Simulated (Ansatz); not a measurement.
Pd₂H₃. Total charge 0; doublet. Geometry PBE0-D4/def2-TZVP.

```xyz
5

Pd   -0.131    0.160   -1.738
Pd    0.004    0.258    0.922
H    -0.297    1.343   -0.672
H     0.294   -0.985    1.800
H     0.131   -0.776   -0.313
```

In the def2 sets Pd takes a core potential; there is no spin–orbit coupling. At HF/def2-TZVP the charge 0 doublet is spin-contaminated (final ⟨S²⟩ up to 0.89, 0.75 for a pure state). Another isomer (doublet) lies 0.21 eV lower at PBE0-D4/def2-TZVP; other spin states weren't run for this one.

Task: Estimate the α-spin orbital energies around the gap (eV) in Ansatz with HF/def2-TZVP, PBE-D4/def2-TZVP, r2SCAN-D4/def2-TZVP, PBE0-D4/def2-TZVP, r2SCAN0-D4/def2-TZVP.

Result: 
```csv
orbital,HF/def2-TZVP,PBE-D4/def2-TZVP,r2SCAN-D4/def2-TZVP,PBE0-D4/def2-TZVP,r2SCAN0-D4/def2-TZVP
HOMO−5,-12.24,-6.18,-6.34,-7.67,-7.85
HOMO−4,-12.16,-5.91,-6.08,-7.51,-7.69
HOMO−3,-11.79,-5.65,-5.79,-7.11,-7.29
HOMO−2,-11.52,-5.57,-5.74,-7.04,-7.24
HOMO−1,-10.26,-5.56,-5.73,-6.91,-7.06
HOMO,-8.18,-5.06,-5.21,-6.03,-6.20
LUMO,0.21,-3.18,-2.95,-2.32,-2.19
LUMO+1,0.80,-2.30,-2.03,-1.52,-1.35
LUMO+2,1.49,-1.09,-0.75,-0.40,-0.20
LUMO+3,2.10,-0.62,-0.24,0.15,0.40
LUMO+4,2.73,0.56,1.04,1.19,1.49
LUMO+5,3.23,1.20,1.81,1.73,2.19
β HOMO,-10.08,-5.39,-5.48,-6.59,-6.71
β LUMO,0.46,-4.49,-4.29,-3.41,-3.25
```
